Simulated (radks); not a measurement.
Spherical quantum dot in the effective-mass picture: electrons in a hard-walled sphere of radius 6.58, all in effective atomic units (hartree* = m*/eps^2 hartree, bohr* = eps/m* bohr), one dielectric constant everywhere. Method: non-relativistic Kohn-Sham, LDA (Slater exchange, Perdew-Wang correlation), spin-polarised, spherical densities; computed with a radial shooting solver with Libxc functionals. Levels are named by radial order and angular momentum (1s, 1p, 1d, 2s, ...), and open shells are averaged over m.

N = 21, configuration 1s2 1p6 1d10 1f(up 3, down 0). This is the lowest configuration that the search found. Occupied and some empty levels:

level    occupation  eigenvalue (hartree*)  <r> (bohr*)
1s up             1                 3.9744        4.744
1s down           1                 3.9925        4.729
1p up             3                 4.0246        4.829
1p down           3                 4.0432        4.819
1d up             5                 4.1177        4.921
1d down           5                 4.1369        4.915
1f up             3                 4.2495        5.007
1f down           0                 4.2690        5.004
1g up             0                 4.4171        5.086
1g down           0                 4.4369        5.084
2s up             0                 4.4825        2.975
2s down           0                 4.4881        2.965
2p up             0                 4.6591        3.474
2p down           0                 4.6671        3.466
2d up             0                 4.8797        3.790
2d down           0                 4.8896        3.782

Energy (hartree*): total 45.9093, kinetic 9.4108, external 0, Hartree 41.930, exchange-correlation -5.4315.

Electron density:

r (bohr*)  n(r) (e/bohr*^3)
0.525             0.0003002
1.01              0.0004971
1.51              0.0009665
2.00               0.001973
2.49               0.003979
2.98               0.007629
3.47                0.01359
3.96                0.02191
4.45                0.03065
4.94                0.03487
5.43                0.02861
5.92                0.01298
6.41              0.0009444
